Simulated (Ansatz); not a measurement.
Reaction (redistribution): `[CH3][W](=[S])(=[S])[Cl]` + `C[Si]Cl` → `[S]=[W](=[S])([Cl])[Cl]` + `C[Si]C`

Calculated with Ansatz (gas phase, PBE0-D4/def2-TZVP geometries, no zero-point term in ΔE). CCSD(T)/CBS adds triple-zeta CCSD(T) − MP2 to the extrapolated MP2 energy (def2 sets, frozen cores). Functionals use def2-TZVPP. B3LYP here is the variant with VWN-RPA as its local correlation; programs differ in this. def2 core potentials past Kr. For W outer-core shells are correlated without core-valence functions, which leaves a few kJ/mol of doubt a bond.

`[CH3][W](=[S])(=[S])[Cl]`:

```xyz
8

C    -0.525    0.368   -0.935
W     0.445   -0.313    0.785
S     1.363    1.414    1.585
S    -1.122   -0.952    2.050
Cl    1.901   -1.946    0.258
H     0.235    0.748   -1.626
H    -1.245    1.162   -0.731
H    -1.052   -0.480   -1.386
```

`C[Si]Cl`:

Cartesian coordinates in Å:
```
C 0.088 -0.135 0.579
Si -0.881 0.977 -0.598
Cl -0.088 0.269 -2.401
H -0.114 -1.189 0.355
H -0.170 0.063 1.623
H 1.165 0.016 0.442
```

`[S]=[W](=[S])([Cl])[Cl]`:

Cartesian coordinates in Å:
```
S -0.115 1.593 -1.379
W 0.000 0.000 0.000
S -0.229 0.795 1.941
Cl -1.678 -1.431 -0.402
Cl 2.021 -0.956 -0.160
```

`C[Si]C`:

Cartesian coordinates in Å:
```
C -1.415 0.057 0.192
Si -0.077 1.115 -0.636
C 1.410 0.012 -0.230
H -1.623 -0.757 -0.521
H -2.354 0.587 0.356
H -1.092 -0.421 1.122
H 1.196 -1.060 -0.282
H 2.299 0.239 -0.821
H 1.656 0.229 0.821
```

| level | ΔE (kJ/mol) | difference from CCSD(T)/CBS |
| --- | --- | --- |
| r2SCAN-D4 | 13.6 | -3.7 |
| B3LYP-D4 | 15.7 | -1.6 |
| r2SCAN0-D4 | 17.0 | -0.3 |
| BHLYP-D4 | 19.1 | 1.8 |
| PBE-QIDH | 11.9 | -5.4 |
| revPBE | 14.1 | -3.2 |
| B3LYP | 16.7 | -0.6 |
| r2SCANh | 14.9 | -2.4 |
| r2SCAN0 | 17.0 | -0.3 |
| RPA@PBE/def2-TZVPP | 15.2 | -2.1 |
| CCSD(T)/def2-SVP | 13.9 | -3.4 |
| HF/def2-TZVPP | 27.1 | 9.8 |
| MP2/def2-TZVPP | 2.5 | -14.8 |
| CCSD/def2-TZVPP | 21.8 | 4.5 |
| HF/def2-QZVPP | 26.8 | 9.5 |
| HF/CBS(def2) | 26.8 | 9.5 |
| CCSD(T)/CBS | 17.3 | 0 |

Largest T1 diagnostic among the species: 0.022, so the coupled-cluster value is less sure than usual.

Leaving LDA and LC-ωPBE aside and taking each functional with its dispersion term where it has one, the values, not all of them listed here, spread over 11.7 kJ/mol, from revPBE-D4 to ωB97M-V. In def2-TZVPP, CCSD(T) changes the Hartree–Fock value by −10.4 kJ/mol (the triples alone add −5.1 kJ/mol) and MP2 by −24.7 kJ/mol.
